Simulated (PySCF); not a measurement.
## Spinor energies of Sc⁺ (scandium, charge +1)

Start: [Ar] 3d1 4s1; 3d3/2 filled at m_j = +3/2; 4s1/2 filled at m_j = -1/2. Calculated with PySCF 2.14 in x2c-QZVPPall-2c: generalised Hartree-Fock with the X2C-1e Hamiltonian and a Gaussian nucleus; one run each with spin-orbit coupling (SO) switched off, then screened by Boettger's factors.

```csv
spinor shell,electrons,"ε, spin-free (eV)","ε, screened SO (eV)",weight of nominal j (screened SO),"rms radius, screened SO (bohr)"
1s1/2,2,-4546.5,-4546.5,1.000,0.0844
2s1/2,2,-531.00,-530.98,1.000,0.370
2p1/2,2,-433.69,-437.02,0.998,0.338
2p3/2,4,-433.69,-432.03,0.999,0.341
3s1/2,2,-77.314,-77.307,1.000,1.15
3p1/2,2,-49.700,-50.561,0.656,1.27
3p3/2,4,-49.700,-49.264,0.828,1.27
3d3/2,1,-16.232,-16.244,0.833,1.85
4s1/2,1,-12.301,-12.299,1.000,3.68
```

| quantity | spin-free | screened SO |
| --- | --- | --- |
| E (hartree) | -763.09302 | -763.09830 |
| M_J | 1 | 1 |
| ⟨J²⟩ | 4.007 | 3.841 |
| ⟨L²⟩ | 6.006 | 6.006 |
| ⟨S²⟩ | 2.001 | 1.999 |

The determinant has a definite M_J but mixes levels of different J.

Each row is a mean over spinors that exchange with the open shell spreads, by up to 4.445 eV (3p1/2).

Rows whose weight is well below 1 are mixtures of j = l ± 1/2: exchange outweighs spin-orbit coupling there, and the label is only the starting occupation.

Without spin-orbit coupling the j labels of p, d and f shells carry no meaning; the spin-free column gives the mean over the occupied spinors of each nl shell, and its ⟨J²⟩ belongs to a mixture of degenerate components.
